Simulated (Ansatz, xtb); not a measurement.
**A geometry optimisation of CH2ClF2Si with r2SCAN-D4/def2-SVP**

The starting geometry of this gas-phase doublet has its atoms placed at random.

```xyz
7

C    -1.4913    0.1441    1.6213
Cl    1.0192    1.0710   -0.9911
F     0.4895    0.0375    1.7791
F    -0.7049    0.0892   -0.0160
Si   -0.1956   -1.2796   -0.3959
H     0.1898   -0.9438    1.4520
H     0.8086   -0.0353   -0.7991
```

Problem. Guess where an optimisation with r2SCAN-D4/def2-SVP ends from this start.

Solution. It loosens into CHF2Si + ClH, which stay close as a complex. Distances that change by over a tenth: Cl2–H7 (1.14 → 1.29 Å). Contacts that open: F3–H6 (1.08 → 2.82 Å), F4–Si5 (1.51 → 2.80 Å), Si5–H7 (1.65 → 3.28 Å). Contacts that close: C1–F4 (1.82 → 1.34 Å), C1–Si5 (2.79 → 1.88 Å), C1–H6 (2.01 → 1.11 Å), F3–Si5 (2.63 → 1.65 Å).

The energy falls by 11.54 eV over 50 steps:

| step | E − E(last) (eV) |
| --- | --- |
| 1 | 11.539 |
| 6 | 5.029 |
| 12 | 4.266 |
| 17 | 2.450 |
| 23 | 1.083 |
| 28 | 0.481 |
| 34 | 0.074 |
| 39 | 0.007 |
| 45 | 0.000 |
| 50 | 0.000 |

Final geometry (Å):

```yaml
atoms:
  - { symbol: C, position_ang: [-1.0523, -0.2136, 1.1967] }
  - { symbol: Cl, position_ang: [1.5909, 1.1894, -0.9157] }
  - { symbol: F, position_ang: [1.1799, -1.5495, 1.3515] }
  - { symbol: F, position_ang: [-2.1839, 0.2644, 0.6725] }
  - { symbol: Si, position_ang: [0.0515, -1.3395, 0.1646] }
  - { symbol: H, position_ang: [-0.9220, 0.1080, 2.2460] }
  - { symbol: H, position_ang: [1.4513, 0.6239, -2.0653] }
```

From the same start GFN2-xTB ends elsewhere, in pieces: CHF2 + ClH + Si.

From so rough a start the end depends on the optimiser's path, so another program may land elsewhere. No frequencies were run, so the end isn't proven a minimum. Open shells are spin-unrestricted. Run with Ansatz 0.2.0, 3.3 min on 2 threads of Intel(R) Xeon(R) 6975P-C (Granite Rapids), with other jobs on the host.
